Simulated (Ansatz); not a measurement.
## What each rung costs, and what it gives

Saddle point of CH$_{6}$BrGa, closed shell (GaH₂Br ([GaH2][Br]) + CH₄ → CH₅Ga ([CH3][GaH2]) + HBr (still joined by a long Ga–Br bond); bonds formed: Ga1–C6, Br2–H5; bonds broken: H5–C6; bonds weakened to dative contacts: Ga1–Br2), PBE0-D4/def2-TZVP structure:

```
9
angstrom
Ga -0.7011 -0.6059 -0.6829
Br 1.1081 0.9331 -1.9963
H -0.2249 -2.0536 -1.0018
H -2.0553 0.0856 -1.0179
H 0.7642 0.6495 -0.4648
C 0.2234 0.1993 0.9992
H 0.0751 1.2546 1.2347
H 1.2424 -0.1038 1.2454
H -0.4320 -0.3588 1.6845
```

Barriers are electronic and count from the start structure reached by relaxing down the imaginary mode.

Ansatz 0.2.0; basis: as named in each row; cores frozen in the correlated methods. Filled d shells of the heavier atoms are correlated. The def2 sets are not built for correlating such inner shells, so the correlated values are less sure here. B3LYP uses VWN-RPA correlation. Extrapolation: Hartree–Fock as exp(−7.88 √X), correlation as X^−2.97.

Times are rough, for one single point on 4 threads of a shared host (Arm Neoverse V2).

The estimate by CCSD(T) at an estimated basis limit (MP2 extrapolated from triple and quadruple zeta, plus CCSD(T) − MP2 in triple zeta) is 44.03 kcal/mol.

```tsv
method	basis	time (s)	barrier (kcal/mol)	method less estimate
HF	STO-3G	under 1	69.63	25.60
SPW92	def2-SVP	under 1	30.22	-13.82
PBE-D4	STO-3G	under 1	41.55	-2.48
PBE-D4	def2-SVP	under 1	37.28	-6.75
B3LYP-D4	6-31G	under 1	45.19	1.15
SPW92	def2-TZVPP	1	30.83	-13.20
PBE0-D4	def2-SVP	1	41.45	-2.58
PBE-D4	def2-TZVPP	2	38.13	-5.90
BLYP-D4	def2-TZVPP	2	42.53	-1.51
B3LYP-D4	def2-TZVPP	2	45.16	1.13
BHLYP-D4	def2-TZVPP	2	49.94	5.91
PBE0-D4	def2-TZVPP	2	41.82	-2.22
CAM-B3LYP-D4	def2-TZVPP	2	46.11	2.08
r2SCAN-D4	def2-TZVPP	3	40.82	-3.21
RPA on PBE	def2-TZVPP	3	44.32	0.29
r2SCAN0-D4	def2-TZVPP	4	43.53	-0.50
B2PLYP	def2-TZVPP	4	46.06	2.03
wB97M-V	def2-SVP	4	44.24	0.21
PBE-QIDH	def2-TZVPP	4	44.26	0.23
CCSD(T)	def2-SVP	5	49.45	5.42
wB97X-V	def2-TZVPP	6	46.23	2.19
wB97M-V	def2-TZVPP	7	45.38	1.35
B97M-V	def2-TZVPP	8	45.33	1.30
MP2	def2-QZVPP	17	43.01	-1.03
CCSD(T)	def2-TZVPP	89	45.10	1.07
```

All methods are single points on the PBE0-D4 structures.

The T1 diagnostic stays at or below 0.011.

Labels in which every atom is bracketed show which atoms are joined, not bond orders.
